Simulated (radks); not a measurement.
Spherical quantum dot in the effective-mass picture: electrons in a hard-walled sphere of radius 2.2, with a point charge +2 (a donor) at the centre, all in effective atomic units (hartree* = m*/eps^2 hartree, bohr* = eps/m* bohr), one dielectric constant everywhere. Method: non-relativistic Kohn-Sham, LDA (Slater exchange, Perdew-Wang correlation), spin-polarised, spherical densities; computed with a radial shooting solver with Libxc functionals. Levels are named by radial order and angular momentum (1s, 1p, 1d, 2s, ...), and open shells are averaged over m.

N = 9, configuration 1s2 1p6 2s(up 1, down 0). This is the lowest configuration that the search found. Occupied and some empty levels:

| level | occupation | eigenvalue (hartree*) | <r> (bohr*) |
|---|---|---|---|
| 1s up | 1 | 4.6568 | 0.9663 |
| 1s down | 1 | 4.7368 | 0.9957 |
| 1p up | 3 | 5.9360 | 1.345 |
| 1p down | 3 | 5.9634 | 1.345 |
| 2s up | 1 | 6.9423 | 1.075 |
| 2s down | 0 | 7.0711 | 1.062 |
| 1d up | 0 | 7.1934 | 1.463 |
| 1d down | 0 | 7.2198 | 1.462 |
| 1f up | 0 | 8.7196 | 1.539 |
| 1f down | 0 | 8.7477 | 1.538 |
| 2p up | 0 | 9.8546 | 1.140 |
| 2p down | 0 | 9.9106 | 1.145 |
| 1g up | 0 | 10.519 | 1.595 |
| 1g down | 0 | 10.549 | 1.595 |

Energy (hartree*): total 24.5047, kinetic 19.615, external -18.971, Hartree 29.190, exchange-correlation -5.3296.

Electron density:

| r (bohr*) | n(r) (e/bohr*^3) |
|---|---|
| 0.0524 | 4.031 |
| 0.217 | 2.119 |
| 0.383 | 1.174 |
| 0.547 | 0.7235 |
| 0.713 | 0.5253 |
| 0.878 | 0.4496 |
| 1.04 | 0.4221 |
| 1.21 | 0.3974 |
| 1.37 | 0.3498 |
| 1.54 | 0.2720 |
| 1.70 | 0.1752 |
| 1.87 | 0.08310 |
| 2.03 | 0.02064 |
| 2.20 | 0.00001770 |
